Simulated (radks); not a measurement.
Q: Zr4+, 36 electrons, occupied as [Kr] (the NIST ground configuration). Method: scalar-relativistic Kohn-Sham, BLYP, spin-polarised, spherical densities, finite nucleus; Fermi nuclear charge, rms radius 4.2694 fm; computed with a radial shooting solver on a logarithmic mesh with Libxc functionals. Some entries of the table are withheld. Estimate them.

orbital,occ.,eigenvalue (hartree),<r> (bohr)
1s,2,(1),0.03707
2s,2,-92.36719,0.1626
2p,6,-82.55239,0.1417
3s,2,(2),0.4585
3p,6,-13.23919,0.4620
3d,10,(3),0.4521
4s,2,-3.50505,1.189
4p,6,(4),(5)

A: 
(1) 1s eigenvalue (hartree): -656.7518
(2) 3s eigenvalue (hartree): -16.43565
(3) 3d eigenvalue (hartree): -7.99150
(4) 4p eigenvalue (hartree): -2.66773
(5) 4p <r> (bohr): 1.317
